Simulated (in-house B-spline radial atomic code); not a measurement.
K⁺. Computed with a B-spline radial atomic code. Model: non-relativistic spherical atom: semilocal Troullier-Martins pseudo-atom, one channel per l, against all electrons, high spin, G0W0 and RPA with empty states to l = 8, local potential for every l without a channel, a model core (radius 0 = none) keeps its share of the functional.

What the tables leave out is listed at the end.

The pseudopotential gives back the lowest level of each angular momentum of its own functional in the configuration it was made in; a second state of the same l is only approximately right. Exact exchange, RPA and GW see the smooth pseudo-orbitals and miss the exchange with the core, for which the functional's share stands in. The column with an uncorrelated core keeps all orbitals and exact exchange, and so separates missing core correlation from pseudisation. Only the three outermost levels and the lowest empty one were computed. RPA here is direct RPA, with no exchange kernel, and its energies carry an (l + 1/2)⁻⁴ tail. A hybrid on a potential with a model core restores only its own semilocal share of the core's exchange.

Command:
```bash
python run_psgw.py task.json out
```
Settings (lengths in bohr, energies in hartree):
```
Z                      19
electrons              18
configuration          [Ne] 3s2 3p6
generated_in           [Ar] 4s1
functional             lda,vwn
core_shells            3
radius_factor          1
core_correction        False
```

Time taken, with all properties: 18 s on 1 thread of Arm Neoverse N1 (shared host).

Given: made with LDA VWN5; model core radius 0 bohr; local radius 1.094 bohr; mean-field start LDA VWN5.

Valence shells of the generating configuration: 3s, 3p, 4s.

Channel: s 1.083, p 1.158 (radii in bohr).

Computed: largest level miss in the spin-unpolarised generating configuration 0.01 eV; valence RPA correlation energy all-electron orbitals -0.44744 hartree; all-electron RPA polarisability, core included 5.1997 bohr³; pseudo-atom RPA polarisability 5.0947 bohr³.

```json
{"level": "3p", "occupied": "1", "mean-field all-electron (eV)": "-24.99", "mean-field pseudo minus all (eV)": "-0.018", "G0W0 all-electron (eV)": "-31.524", "G0W0 uncorrelated core minus all (eV)": "0.133", "G0W0 pseudo minus all (eV)": "-0.334", "exchange self-energy all-electron (eV)": "-27.898", "exchange self-energy pseudo (eV)": "-24.89"}
{"level": "4s (empty)", "occupied": "0", "mean-field all-electron (eV)": "-6.0886", "mean-field pseudo minus all (eV)": "-0.028", "G0W0 all-electron (eV)": "-4.1035", "G0W0 uncorrelated core minus all (eV)": "0.015", "G0W0 pseudo minus all (eV)": "-0.015", "exchange self-energy all-electron (eV)": "-1.3891", "exchange self-energy pseudo (eV)": "-1.0018"}
```

Q: What is the valence RPA correlation energy pseudo?

A: -0.44438 hartree.

Given: mean-field start PBE0.

Computed: valence RPA correlation energy all-electron orbitals -0.41577 hartree; valence RPA correlation energy pseudo -0.41681 hartree; all-electron RPA polarisability, core included 4.6844 bohr³.

| level | occupied | mean-field all-electron (eV) | mean-field pseudo minus all (eV) | G0W0 all-electron (eV) | G0W0 uncorrelated core minus all (eV) | G0W0 pseudo minus all (eV) | exchange self-energy all-electron (eV) | exchange self-energy pseudo (eV) |
| --- | --- | --- | --- | --- | --- | --- | --- | --- |
| 3p | 1 | -26.922 | -0.112 | -31.708 | 0.131 | -0.188 | -27.839 | -25.042 |
| 4s (empty) | 0 | -5.5434 | -0.01 | -4.2048 | 0.012 | 0 | -1.1046 | -0.8076 |

Q: What is the pseudo-atom RPA polarisability?

A: 4.5437 bohr³.

Given: mean-field start Hartree-Fock.

Computed: valence RPA correlation energy all-electron orbitals -0.34731 hartree; valence RPA correlation energy pseudo -0.35237 hartree; pseudo-atom RPA polarisability 3.6451 bohr³.

| level | occupied | mean-field all-electron (eV) | mean-field pseudo minus all (eV) | G0W0 all-electron (eV) | G0W0 uncorrelated core minus all (eV) | G0W0 pseudo minus all (eV) | exchange self-energy all-electron (eV) | exchange self-energy pseudo (eV) |
| --- | --- | --- | --- | --- | --- | --- | --- | --- |
| 3p | 1 | -31.852 | -0.2 | -32.194 | 0.127 | -0.082 | -27.603 | -25.031 |
| 3s | 1 | -53.438 | 0.082 | -50.032 | 0.088 | -0.033 | -35.37 | -31.731 |
| 4s (empty) | 0 | -3.9988 | -0.006 | -4.2625 | 0.006 | 0.002 | -0.5367 | -0.40346 |

Q: What is the all-electron RPA polarisability, core included?

A: 3.7704 bohr³.

Among the listed levels the largest G0W0 shift of the pseudo-atom is -0.33 eV, for 3p on the LDA VWN5 start, while leaving the core uncorrelated moves that level by +0.13 eV. So pseudisation and the lost core exchange, not the missing core correlation, make the error. Not in the tables (levels of low weight, unsolved or above zero; the highest and the empty levels are kept at any weight): on LDA the G0W0 levels 3s (pseudo minus all -0.77 eV, weights 0.49 and 0.48); on PBE0 the G0W0 levels 3s (pseudo minus all -0.45 eV, weights 0.67 and 0.67).
